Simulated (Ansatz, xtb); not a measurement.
# FH7NSi2+: which of two isomers lies lower

We compare I, `[NH3+][Si@H](F)[SiH3]`, a singlet, with II, `F[SiH2][NH2+][SiH3]`, a singlet. Both are isolated ions in the gas phase, relaxed with PBE0-D3(BJ)/def2-SVP; the shapes shown needn't be the lowest conformers.

I (Å):

```xyz
11

F     0.5949   -3.6205    0.2344
N    -0.5712   -2.2649    2.1954
Si   -0.4693   -2.4123    0.2797
Si    0.3350   -0.3794   -0.5765
H    -1.3052   -1.6247    2.5245
H    -0.7715   -3.1857    2.6102
H     0.3143   -1.9474    2.6107
H    -1.8335   -2.9129   -0.0082
H    -0.6923    0.6343   -0.2072
H     0.4739   -0.5670   -2.0436
H     1.6296   -0.1412    0.1197
```

II (Å):

```yaml
atoms:
  - { symbol: F, position_ang: [-1.8820, 1.9632, 2.0861] }
  - { symbol: N, position_ang: [0.1582, 1.8497, 0.3197] }
  - { symbol: Si, position_ang: [-1.2223, 0.8689, 1.1228] }
  - { symbol: Si, position_ang: [0.8995, 1.1415, -1.2747] }
  - { symbol: H, position_ang: [-2.1071, 0.5000, 0.0029] }
  - { symbol: H, position_ang: [-0.5323, -0.2029, 1.8618] }
  - { symbol: H, position_ang: [0.9081, 1.9895, 1.0116] }
  - { symbol: H, position_ang: [-0.1967, 2.7989, 0.1303] }
  - { symbol: H, position_ang: [-0.1740, 1.3643, -2.2687] }
  - { symbol: H, position_ang: [2.1332, 1.9304, -1.4844] }
  - { symbol: H, position_ang: [1.1202, -0.2817, -0.9256] }
```

Task: Which of the two would you expect CCSD(T)/def2-SVP + ΔMP2/def2-TZVPP electronic energies to favour?

Result: Structure II; the calculation gives E(II) − E(I) = −0.382 eV.

How the difference moves with the method:

```csv
level,geometry,E(II) − E(I) (eV),departure from the last row (eV),"job, with rough time for the two"
GFN2-xTB,GFN2-xTB,−1.123,−0.741,"optimisation, 0.14 s"
HF/STO-3G,GFN2-xTB,−0.772,−0.390,"single point, 0.22 s"
r2SCAN-D4/def2-SVP,GFN2-xTB,−0.320,+0.063,"single point, 1.9 s"
PBE0-D3(BJ)/def2-SVP,PBE0-D3(BJ)/def2-SVP,−0.161,+0.221,"optimisation, 38 s"
HF/def2-SVP,PBE0-D3(BJ)/def2-SVP,−0.452,−0.069,part of the CCSD(T) run
MP2/def2-SVP,PBE0-D3(BJ)/def2-SVP,−0.424,−0.042,part of the CCSD(T) run
CCSD(T)/def2-SVP,PBE0-D3(BJ)/def2-SVP,−0.359,+0.023,single point
CCSD(T)/def2-SVP + ΔMP2/def2-TZVPP,PBE0-D3(BJ)/def2-SVP,−0.382,,"single point, 12 s"
```

As drawn, II has 1 N–Si, 1 Si–H in place of 1 Si–Si, 1 N–H.

None of the levels shown reverses the order. The largest departure from CCSD(T)/def2-SVP + ΔMP2/def2-TZVPP is that of GFN2-xTB, 0.741 eV. The last row adds to CCSD(T) the change of the MP2 difference between the two basis sets, here −0.023 eV.

With harmonic frequencies from PBE0-D3(BJ)/def2-SVP (ideal gas, rigid rotor, one conformer each, 298.15 K, 1 atm): on the last row, ΔE + ΔZPE = −0.426 eV. A mode under 50 cm⁻¹ makes harmonic enthalpies and free energies unreliable, so none is given.

The correlated steps freeze 12 core orbitals. Codes used: Ansatz 0.2.0, xtb 6.7.1; the last row on 2 threads of Intel(R) Xeon(R) 6975P-C (Granite Rapids) on a shared host.
